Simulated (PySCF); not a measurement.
Cartesian coordinates in Å; atom numbers follow the order of the lines, from 1:
```xyz
18

C    -2.2731    0.3977    0.3876
N    -1.2225    0.6873   -0.5586
N    -0.0832   -0.0924   -0.3628
C    -0.1190   -1.3838   -1.0047
C     1.1338    0.6478   -0.5491
C     2.1569    0.3568    0.5270
F     1.7051    0.6622    1.7404
F     3.2653    1.0760    0.3114
F     2.5224   -0.9330    0.5487
H    -3.1428    1.0312    0.1559
H    -1.9263    0.6456    1.4013
H    -2.6138   -0.6583    0.3951
H    -1.5622    0.6019   -1.5213
H     0.7765   -1.9620   -0.7415
H    -0.9941   -1.9535   -0.6579
H    -0.1684   -1.3063   -2.1146
H     1.6262    0.4733   -1.5284
H     0.8944    1.7163   -0.4792
```

Geometry: PBE0-D3(BJ)/def2-SVP; GIAO absolute shieldings from PySCF 2.14.0 with density-fitted response routines, gas phase, non-relativistic, averaged over equivalent atoms.

At PBE0/pcSseg-1 (198 basis functions, 59 s wall time on 1 thread of an Arm Neoverse N1, shared host):
| atoms | σ (ppm) |
| --- | --- |
| C6 | 54.3 |
| C5 | 119.3 |
| C4 | 144.9 |
| C1 | 146.8 |
| N2 | 152.3 |
| N3 | 187.8 |
| F7/F8/F9 | 265.2 |
| H17/H18 | 28.34 |
| H10/H11/H12 | 28.70 |
| H14/H15/H16 | 28.88 |
| H13 | 30.00 |

Question: What do these become at B97-2/pcSseg-1?

Answer: 
| atoms | σ at B97-2/pcSseg-1 | change |
| --- | --- | --- |
| C6 | 55.1 | +0.8 |
| C5 | 119.5 | +0.2 |
| C4 | 144.3 | -0.6 |
| C1 | 146.0 | -0.8 |
| N2 | 151.5 | -0.8 |
| N3 | 186.0 | -1.8 |
| F7/F8/F9 | 266.9 | +1.7 |
| H17/H18 | 28.44 | +0.10 |
| H10/H11/H12 | 28.81 | +0.11 |
| H14/H15/H16 | 28.98 | +0.10 |
| H13 | 30.05 | +0.05 |

The largest change is at N3 (nitrogen bonded to O or N). Cost: 198 basis functions, 55 s wall time on 1 thread of an Arm Neoverse N1, shared host. The order of the carbon signals is the same at both levels.
